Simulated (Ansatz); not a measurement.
**How basis sets differ on Si2H4Cl2O (SMILES [SiH3]O[SiH](Cl)Cl)**

Si2H4Cl2O: 9 atoms, total charge 0, spin state singlet. As SMILES, `[SiH3]O[SiH](Cl)Cl`. The shape is that of a PBE0-D4/def2-TZVP optimisation. This is one conformer, not always the lowest.

```xyz
9

Si   -1.4997   -0.5232    0.0200
O    -0.2196    0.5005   -0.1597
Si    1.3760    0.6802   -0.0868
Cl    2.0289    0.3613    1.8180
Cl    2.2875   -0.6689   -1.3145
H    -2.7284    0.2618   -0.2380
H    -1.5149   -1.0622    1.4016
H    -1.3854   -1.6345   -0.9552
H     1.7442    2.0389   -0.5028
```

Each level gives the dipole moment (D). The values are calculated.

```csv
level,kind,program,value (D),CPU time
HF/STO-3G,Hartree–Fock,Ansatz,3.05,4.7 s
HF/3-21G,Hartree–Fock,Ansatz,2.41,7.6 s
HF/def2-SVP,Hartree–Fock,Ansatz,1.35,17 s
HF/cc-pVTZ,Hartree–Fock,Ansatz,1.29,1.9 min
```

The values span 1.29 to 3.05 D. Sets without polarisation functions give poor dipoles. Times are those of the runs behind each value, whatever else they computed, on shared processors of several kinds: orders of magnitude only.
